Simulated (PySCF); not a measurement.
**AsF₂: from structure and modes to constants**

Level of theory: UPBE0 in PySCF with As def2-TZVP, F def2-TZVP; no relativity; density-fitted integrals.

The doublet minimum has C2v symmetry. Masses (u): As 74.92160, F 18.99840.

```xyz
3
charge 0 multiplicity 2, angstrom
As    0.0000    0.0000   -0.3869
F     1.2899    0.0000    0.7656
F    -1.2899    0.0000    0.7656
```

Harmonic wavenumbers (cm⁻¹): 270.4 (a1, ×1), 689.2 (b2, ×1), 719.8 (a1, ×1).

Q: Find the principal moments of inertia and the rotational constants. What kind of rotor is it?

A: About the centre of mass I = 33.489, 63.217, 96.706 u Å². With B = 16.8576/I this gives 0.5034, 0.2667, 0.1743 cm⁻¹. The molecule is an asymmetric top with κ = -0.44.

Q: What is the harmonic zero-point energy?

A: Half the sum of all 3 wavenumbers, 1679/2 = 840 cm⁻¹, which is 10.0 kJ/mol (1 cm⁻¹ = 0.0119627 kJ/mol).

Q: Find the vibrational entropy and heat capacity at 298.15 K.

A: With u = 1.43878 ω/T, each mode gives S = R[u/(eᵘ−1) − ln(1−e⁻ᵘ)] and C = R u² eᵘ/(eᵘ−1)².
```csv
ω (cm⁻¹),u,S (J/(mol K)),C (J/(mol K))
270.4,1.305,6.67,7.23
689.2,3.326,1.34,3.56
719.8,3.474,1.19,3.31
```
The sums over all modes are S = 9.2 and C = 14.1 J/(mol K); the softest mode gives 73 % of the entropy.

Q: Give the standard entropy (298.15 K, 1 bar) by its translational, rotational, vibrational and spin parts, and Cp.

A: Sackur–Tetrode with M = 112.92 u gives 167.8; rotation with symmetry number 2 gives 93.6; vibration 9.2; spin R ln 2 = 5.8. The total is 276.4 J/(mol K), and Cp = 4 R + 14.1 = 47.4 J/(mol K).

This need not be the most stable arrangement of these atoms.
